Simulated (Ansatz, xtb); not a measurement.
A geometry optimisation of C4H7AlO2 with r2SCAN-D4/def2-SVP

The starting geometry of this gas-phase singlet was built from a drawn formula by distance geometry and a force field; its bonds are those of `[AlH2][C]1=COCCO1`.

| atom | x (Å) | y (Å) | z (Å) |
| --- | --- | --- | --- |
| C | -0.5458 | -0.3570 | 0.8660 |
| C | 0.5164 | -0.2067 | 0.0073 |
| C | 1.2550 | 1.7940 | 1.1916 |
| C | -0.1965 | 1.9601 | 1.6618 |
| Al | -1.7001 | -1.8875 | 0.8597 |
| O | 1.3153 | 0.9267 | 0.0937 |
| O | -0.7714 | 0.7001 | 1.7674 |
| H | -2.9755 | -1.9957 | 1.8740 |
| H | -1.4136 | -3.0790 | -0.2510 |
| H | 0.6995 | -0.9395 | -0.7462 |
| H | 1.7657 | 2.8370 | 0.9664 |
| H | 1.9075 | 1.3699 | 2.0507 |
| H | -0.6907 | 2.6214 | 0.9338 |
| H | -0.1375 | 2.5094 | 2.6677 |

**Question.** Where would you expect an optimisation with r2SCAN-D4/def2-SVP to take it?

**Answer.** It keeps its bonds, and is `[AlH2][C]1=COCCO1`.

The energy falls by 0.67 eV over 9 steps:

```csv
step,E − E(last) (eV)
1,0.674
2,0.110
3,0.018
4,0.005
5,0.002
6,0.001
7,0.000
8,0.000
9,0.000
```

Final geometry (Å):

```yaml
atoms:
  - { symbol: C, position_ang: [-0.5550, -0.2603, 0.9605] }
  - { symbol: C, position_ang: [0.4572, -0.0986, 0.0577] }
  - { symbol: C, position_ang: [1.2829, 1.7241, 1.2248] }
  - { symbol: C, position_ang: [-0.1649, 1.9470, 1.6206] }
  - { symbol: Al, position_ang: [-1.6780, -1.8368, 0.8764] }
  - { symbol: O, position_ang: [1.3479, 0.9222, 0.0485] }
  - { symbol: O, position_ang: [-0.7861, 0.7116, 1.9223] }
  - { symbol: H, position_ang: [-2.8565, -2.0715, 1.9131] }
  - { symbol: H, position_ang: [-1.3315, -2.8771, -0.2753] }
  - { symbol: H, position_ang: [0.6340, -0.8125, -0.7518] }
  - { symbol: H, position_ang: [1.7974, 2.6695, 0.9985] }
  - { symbol: H, position_ang: [1.8184, 1.2097, 2.0441] }
  - { symbol: H, position_ang: [-0.6988, 2.4447, 0.7865] }
  - { symbol: H, position_ang: [-0.2385, 2.5811, 2.5169] }
```

From the same start GFN2-xTB ends elsewhere, differing in Al5–O7 (1.84 against 2.90 Å here).

No frequencies were run, so the end isn't proven a minimum. Run with Ansatz 0.2.0, 21 s on 4 threads of Arm Neoverse V1, with other jobs on the host.
